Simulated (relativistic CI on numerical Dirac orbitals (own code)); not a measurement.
Radial Dirac CI calculation of Ar²⁺.

Command:

```sh
python run_levels.py task.json out
```

Input:

```
atom Ar  Z=18  charge=2  electrons=16
nucleus A=40  rms_radius_fm=34.2740
hamiltonian dirac-coulomb  breit=on  qed=on  c_scale=1
orbitals kli  potential=per-configuration
slater_scale 1
correlation none
mixing on
grid step=0.0125 r_max=34.3
scf mixing=0.4 start=green max_iterations=95 tolerance=2e-08 node_fill=0.05
configurations
  [Ne] 3s2 3p4
  [Ne] 3s 3p5
end
```

Output:

```
SCF 1: [Ne] 3s2 3p4
 iter      energy (Ha)   residual   last orbital (Ha)
    1      -524.048997   1.26e+00     -2.12922
    2      -526.492400   5.30e-01     -1.70842
    3      -527.059376   2.95e-02     -1.49764
    4      -527.063080   2.74e-02     -1.56087
    5      -527.064072   1.53e-03     -1.54032
    6      -527.064088   1.55e-04     -1.53795
    7      -527.064090   6.17e-05     -1.53810
    8      -527.064092   1.30e-06     -1.53821
    9      -527.064092   4.90e-07     -1.53821
   10      -527.064092   3.14e-09     -1.53821
SCF 2: [Ne] 3s 3p5
 iter      energy (Ha)   residual   last orbital (Ha)
    1      -523.324791   1.27e+00     -2.12922
    2      -525.830061   5.28e-01     -1.69251
    3      -526.389164   3.26e-02     -1.47940
    4      -526.393673   2.77e-02     -1.54391
    5      -526.394764   2.01e-03     -1.52277
    6      -526.394793   1.72e-04     -1.51959
    7      -526.394795   8.22e-05     -1.51973
    8      -526.394797   2.34e-06     -1.51987
    9      -526.394797   3.13e-07     -1.51987
   10      -526.394797   3.90e-09     -1.51986
orbital energies (Ha): 1s -115.9610  2s -12.3734  2p1/2 -9.9596  2p3/2 -9.8773  3s -2.0947  3p1/2 -1.5461  3p3/2 -1.5382
configuration averages (Ha): Dirac-Coulomb, Breit, QED
  3s2 3p4                       -527.064092    0.131924    0.086614
  3s 3p5                        -526.394797    0.131886    0.086207
levels: no., configuration, term, J, E (cm-1), weight
   1 3s2 3p4                3P   2                0.0  1.00
   2 3s2 3p4                3P   1             1117.8  1.00
   3 3s2 3p4                3P   0             1595.7  1.00
   4 3s2 3p4                1D   2            16929.0  1.00
   5 3s2 3p4                1S   0            41448.5  1.00
   6 3s 3p5                 3P*  2           139360.0  1.00
   7 3s 3p5                 3P*  1           140409.0  1.00
   8 3s 3p5                 3P*  0           140953.4  1.00
   9 3s 3p5                 1P*  1           202458.6  1.00
lowest total energy -526.885360 Ha
end: converged
```

Against the reference input this run has: nuclear radius 34.274 fm. The reference run ends at -526.949024 Ha with Breit and QED terms. The iteration limit was 95 against 150. With a changed speed of light or nuclear radius the levels are not those of the real ion, and the QED model is not rescaled. This setting is bad on purpose; its numbers may not be properties of the ion.

With so few configurations and no correlation, terms lie too far apart (by 10 to 50 % or more near neutrality), their order can be wrong, and levels of other configurations are missing.

Run time about 0.051 s of CPU on one thread of Intel Xeon 6975P-C (shared host).
